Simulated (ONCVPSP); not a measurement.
**Pseudopotential generation for aluminium (Al): ONCV, PBEsol, scalar-relativistic.**

aluminium, optimised norm-conserving Vanderbilt (ONCV), made with ONCVPSP 4.0.1 (PBEsol, scalar-relativistic). Core [Ne], reference 3s2 3p1. Waves: 3s: rc 2.05 bohr, ncon 4, nbas 7, qcut 2.4 1/bohr, 1 projector; 3p: rc 2.10 bohr, ncon 5, nbas 9, qcut 4.6 1/bohr, 3 projectors, debl 0.8 Ha; d scattering state at 0.03 Ha: rc 1.85 bohr, ncon 3, nbas 6, qcut 5.2 1/bohr, 3 projectors, debl 0.2 Ha. Local part: polynomial inside 1.25 bohr (lpopt 1, dvloc0 3 Ha). Core correction: none.

All-electron outer shells of the reference configuration (PBEsol, scalar-relativistic, ld1.x):

```csv
shell,level (eV),outermost node (bohr),outermost maximum (bohr)
2s,-107.85,0.16,0.50
2p,-69.54,–,0.43
3s,-7.71,0.80,2.09
3p,-2.69,0.82,2.64
```

(1) Estimate the cutoffs (Ha) at which the residual kinetic energy of the hardest occupied pseudo-wave falls to 1 and 0.1 mHa per electron.

(2) Does the potential have ghost states?

(3) Which valence shell sets the plane-wave cutoff?

(4) Tests: 3s2 3p0; 3s1 3p0; 3s2 3p0.5; 3s1 3p1. Which has the largest error in its energy relative to the reference configuration, and how large is it?

Results:

(1) 18 Ha and 27 Ha.

(2) Ghosts flagged at negative energy: p at -48.3 eV; GHOST(+) flagged for d at 5.0 eV. A true bound ghost makes a file unfit for plane-wave use.

(3) 3s: 18 Ha for 1 mHa per electron, against 2 Ha for 3p.

(4) 3s1 3p0, with +21 meV (all-electron minus pseudo) on +24.91 eV.
